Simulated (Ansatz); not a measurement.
System: H$_{2}$Te$_{2}$, net charge 0, singlet state. 
Geometry from a B3LYP-D3(BJ)/def2-TZVP (Ansatz, an electronic-structure program) optimisation:
SMILES: [TeH][TeH]
```xyz
4

Te    -0.0136     0.0157    -1.3655
Te    -0.0251     0.0059     1.3654
H      1.5837     0.4689    -1.5191
H      0.4290    -1.5908     1.5235
```

Computed values are from Ansatz. Valence correlation only, unless marked. Open shells are spin-unrestricted. No spin-orbit coupling. The frozen core is the preceding noble-gas configuration, with the filled d and f shells of earlier blocks. In def2 rows, elements after Kr have scalar-relativistic effective core potentials. Basis-set limits of correlation are two-point, X^-3; Hartree-Fock from the larger set. [CCSD(T)-MP2]/basis is that difference in the basis named.

* **atomisation energy De**: 783.1 kJ/mol at CCSD(T)/CBS(def2-TZVPPD,def2-QZVPPD)
* **vertical ionisation energy (to the doublet)**: 8.81 eV at RI-MP2/CBS(def2-TZVPPD,def2-QZVPPD)+[CCSD(T)-MP2]/def2-TZVPPD
* **vertical electron affinity (to the doublet; negative means unbound)**: 0.59 eV at RI-MP2/CBS(def2-TZVPPD,def2-QZVPPD)+[CCSD(T)-MP2]/def2-TZVPPD
* **vertical triplet-singlet gap**: 2.89 eV at RI-MP2/CBS(def2-TZVPPD,def2-QZVPPD)+[CCSD(T)-MP2]/def2-TZVPPD
* **total energy**: -535.5593 Eh at CCSD(T)/CBS(def2-TZVPPD,def2-QZVPPD)
* **dipole moment**: 0.25 D at CCSD(T)/def2-SVPD
* **T1 diagnostic**: 0.013 at CCSD/def2-QZVPPD
